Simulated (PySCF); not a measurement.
F3Zr, neutral, multiplicity 2. Atoms are numbered in the order given.

```xyz
4

Zr     0.0000     0.0000     0.0000
F      1.9148     0.0000     0.0000
F     -0.9574    -1.6583     0.0000
F     -0.9574     1.6583     0.0000
```
Charge 0, spin multiplicity 2.

Geometry: B3LYP-D3(BJ)/def2-TZVP. The spin state was assumed, not searched. The isomer is the one that the SMILES or the coordinates give; other isomers of the formula were not compared. The def2 effective core potentials stand for the cores of Zr; spin–orbit coupling is left out.

All values below come from PBE0/def2-TZVPD (PySCF).

Mulliken values depend strongly on the basis, most of all with diffuse functions as here. ESP charges are fitted to the potential on shells at 1.4 to 2.0 van der Waals radii. Atomic charges (e):

```json
[
 {"atom": "Zr1", "ESP fit": "1.04", "Mulliken": "1.72", "Mulliken spin": "1.02"},
 {"atom": "F2", "ESP fit": "-0.35", "Mulliken": "-0.57", "Mulliken spin": "-0.01"},
 {"atom": "F3", "ESP fit": "-0.35", "Mulliken": "-0.57", "Mulliken spin": "-0.01"},
 {"atom": "F4", "ESP fit": "-0.35", "Mulliken": "-0.57", "Mulliken spin": "-0.01"}
]
```
